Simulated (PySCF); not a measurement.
# How the method changes the shape and vibrations of BGeH4O cation

All numbers below are calculated, not measured. The program is PySCF 2.14.0, an open-source quantum chemistry code, run on an isolated molecule that a program drew, which may never have been made. The molecule is BGeH4O cation (charge +1, singlet), drawn as the SMILES string `[BH+][O][GeH3]`.

The geometry was optimised and harmonic frequencies were computed with HF and MP2, all in the cc-pVDZ basis, for the commonest isotopes, with a restricted reference for singlets and an unrestricted one otherwise, and a frozen core in MP2. Germanium has the cc-pVDZ-PP basis, with a core potential (ECP10MDF) in place of its 10 inner electrons, and its 3s, 3p and 3d shells are frozen in MP2. Each result is a local minimum of its method.

Geometry at the HF minimum:
```xyz
7
BGeH4O cation, angstrom
B    -1.0200   -0.8979    0.8084
O    -0.3627   -0.1679    0.1057
Ge    0.7183    1.0314   -1.0496
H    -1.6564   -1.6047    1.4888
H     1.9982    1.0398   -0.2517
H     0.6939    0.2213   -2.3217
H    -0.1492    2.2639   -0.9903
```

Lengths of the bonds as drawn, in Å (atoms numbered as above):
| bond | HF | MP2 |
|---|---|---|
| B1-O2 | 1.208 | 1.228 |
| O2-Ge3 | 1.985 | 2.019 |
| B1-H4 | 1.169 | 1.178 |
| Ge3-H5 | 1.508 | 1.515 |
| Ge3-H6 | 1.508 | 1.515 |
| Ge3-H7 | 1.508 | 1.515 |

Rotational constants, in GHz:
```
constant,HF,MP2
A,75.34,74.39
B,3.357,3.253
C,3.357,3.253
```

Harmonic frequencies in cm^-1, each column in rising order, so a row needn't be the same motion in every method:
| rank | HF | MP2 |
|---|---|---|
| 1 | 138 | 131 |
| 2 | 138 | 131 |
| 3 | 356 | ? |
| 4 | 634 | 594 |
| 5 | 634 | 594 |
| 6 | 853 | 774 |
| 7 | 853 | 774 |
| 8 | 917 | 866 |
| 9 | 937 | 885 |
| 10 | 937 | 885 |
| 11 | 1878 | 1787 |
| 12 | 2345 | 2285 |
| 13 | 2363 | 2317 |
| 14 | 2363 | 2317 |
| 15 | 3023 | 2940 |

**Estimate the missing MP2 frequency from the HF column.**

A single factor s that minimises the squared misfit of MP2 against s times HF over the other rows is sum(HF x MP2) / sum(HF^2) = 0.9675, with an rms misfit of 28 cm^-1. For rank 3 it gives 0.9675 x 356 = 344 cm^-1. The calculation gives 347 cm^-1, 3 cm^-1 above the estimate. The drawn bonds are on average 0.9 % longer in MP2 than in HF.
